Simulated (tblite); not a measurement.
Run record: tight-binding relaxation, `FC(F)(F)c1ccc(-c2cccs2)cc1`.

Computed with GFN2-xTB geometry optimisation, gas phase (tblite 0.8.0). Start geometry: from a force field or distance geometry. The input is one job of a driver script: a line of settings, then coordinates in Å.

Input:
```
{"job": {"kind": "relax", "xc": "GFN2-xTB", "basis": "xTB"}, "charge": 0, "multiplicity": 1}
F      4.519800    -0.428900    -1.046900
C      3.958600    -0.000900     0.117600
F      4.447700    -0.853500     1.088800
F      4.526000     1.214500     0.381400
C      2.455000     0.037800     0.079800
C      1.785500     1.199000    -0.349900
C      0.394200     1.236900    -0.420900
C     -0.364200     0.114200    -0.069200
C     -1.832200     0.119300    -0.151200
C     -2.686000    -0.839400    -0.676000
C     -4.061400    -0.489400    -0.565000
C     -4.230700     0.724700     0.060300
S     -2.740000     1.437400     0.506700
C      0.302900    -1.054800     0.329100
C      1.692100    -1.081900     0.405400
H      2.354600     2.089100    -0.611500
H     -0.089800     2.151100    -0.751800
H     -2.329100    -1.758100    -1.141600
H     -4.881900    -1.093400    -0.911200
H     -5.150100     1.237900     0.286300
H     -0.267900    -1.936900     0.612300
H      2.186400    -2.005200     0.725700
```

Output:
```
step      E/eV     max force
  0   -1212.35722    1.201
  1   -1212.42387    0.467
  2   -1212.44323    0.552
  3   -1212.45503    0.347
  4   -1212.46306    0.203
  5   -1212.46749    0.167
  6   -1212.47396    0.165
  7   -1212.47850    0.167
  8   -1212.48208    0.114
  9   -1212.48455    0.146
... (47 lines left out)
 57   -1212.54420    0.014
 58   -1212.54424    0.011
 59   -1212.54429    0.015
 60   -1212.54435    0.016
 61   -1212.54441    0.017
 62   -1212.54445    0.013
 63   -1212.54449    0.015
 64   -1212.54453    0.015
 65   -1212.54456    0.010
 66   -1212.54458    0.008
```

«max force» is the largest atomic force in eV/Å.

From which step on does the largest force stay under 0.1 eV/Å, and how much energy is left to gain from there?

From step 34 (0.091 eV/Å), 11.0 meV above the end.

Summary of the converged run: energy lowered by 4.3 kcal/mol over 66 steps; largest atomic force 0.008 eV/Å at the end.

Give the final coordinates.

0.408 Å rms from the input after alignment:
```
atom  x, y, z in Å
F1     4.4475   -0.4293   -1.0644
C2     3.9211    0.0031    0.1010
F3     4.3795   -0.8395    1.0439
F4     4.4886    1.1921    0.3474
C5     2.4232    0.0563    0.0550
C6     1.7562    1.2652   -0.0943
C7     0.3788    1.2783   -0.1655
C8    -0.3608    0.0945   -0.0933
C9    -1.8052    0.1222   -0.1791
C10   -2.6831   -0.9278   -0.2638
C11   -4.0295   -0.5276   -0.3435
C12   -4.1752    0.8233   -0.3176
S13   -2.6713    1.6345   -0.1977
C14    0.3306   -1.1122    0.0605
C15    1.7070   -1.1328    0.1312
H16    2.3139    2.1873   -0.1522
H17   -0.1385    2.2183   -0.2862
H18   -2.3812   -1.9590   -0.2812
H19   -4.8533   -1.2148   -0.4179
H20   -5.0798    1.3963   -0.3629
H21   -0.2118   -2.0409    0.1295
H22    2.2329   -2.0681    0.2497
```

Time: 0.8 s. Hardware: one thread of an Arm Neoverse V1, shared host with 32 logical CPUs at a one-minute load of 9.3.
Labels such as C1 count atoms from 1, the log's own numbers from 0.
